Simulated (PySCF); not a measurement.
Assigning NMR signals

Atoms are numbered as in `[CH3:1][C:2](=[O:3])[SiH2:4][C:5](=[O:6])[OH:7]`. Hydrogens are named by the atom that carries them.

[PySCF 2.14.0 with density-fitted response routines: PBE0/pcSseg-1 with gauge-including orbitals; GFN2-xTB structure; averaged over atoms made equivalent by symmetry, fast rotation or ring inversion; no relativistic terms; one computed conformer; gas phase]

Referencing at the same level of theory: ¹³C, ¹H vs TMS.

**Question.** Assign these signals to the numbered atoms. ¹³C{¹H} NMR (computed): δ 237.3, 185.2, 40.8.

**Answer.** 
```tsv
δ (ppm)	atoms	environment	reason
237.3	C2	carbonyl carbon	–
185.2	C5	carbonyl carbon	–
40.8	C1	methyl carbon α to a carbonyl	the adjacent C=O deshields it moderately
```

**Question.** Assign these signals to the numbered atoms. ¹H NMR (300 MHz, computed): δ 6.98 (br s, 1H), 4.47 (s, 2H), 2.85 (s, 3H).

**Answer.** 
```tsv
δ (ppm)	atoms	environment	reason
6.98	H(O7)	hydrogen on an acid hydroxyl oxygen	exchangeable; this is the value without hydrogen bonding to other molecules
4.47	H(Si4)	hydrogen on a silicon bonded to 2 C	–
2.85	H(C1)	hydrogen on a methyl carbon α to a carbonyl	α to C=O
```

OH/NH shifts are gas-phase values; hydrogen bonding in solution moves them, usually downfield. Shifts are as computed. Against solution values, carbons near 30 ppm lie about +3 ppm off and those near 130 ppm about +5 ppm. Of 1211 compounds with measured shifts, 218 miss one by over three times the rms of a fit or turn the order of signals round; such compounds aren't used in these exercises. Hydrogen bonding in solution deshields acid and N–H amide carbonyl carbons by as much as 10 ppm beyond these values. Multiplicities follow the n + 1 count of equivalent neighbours, as no J values were calculated; m marks all less simple cases, F and P coupling included.
